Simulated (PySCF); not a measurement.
Ta(NH)(F)2(OH) (F₂H₂NOTa), SMILES [NH]=[Ta]([F])([OH])[F], multiplicity 1. Geometry: PBE-D3(BJ)/def2-SVP. The multiplicity is an assumed one; no other spin state was optimised. The structure was generated by enumeration; whether it is a known compound was not checked. The def2 effective core potentials stand for the cores of Ta; spin–orbit coupling is left out. Other conformers were not sampled.

Computed equilibrium geometry at PBE-D3(BJ)/def2-SVP (PySCF confirms it by a frequency run) as bond lengths and angles, and its point group (one conformer of several):
point group Cs.
Atoms: Ta1 N2 H3 F4 F5 O6 H7. Bonded distances (Å): Ta1–N2 1.776, Ta1–F4 1.902, Ta1–F5 1.902, Ta1–O6 1.911, N2–H3 1.020, O6–H7 0.972. Bond angles (°): N2–Ta1–F4 108.0, N2–Ta1–F5 108.0, N2–Ta1–O6 107.6, F4–Ta1–F5 112.7, F4–Ta1–O6 110.1, F5–Ta1–O6 110.1, Ta1–N2–H3 177.3, Ta1–O6–H7 130.7.
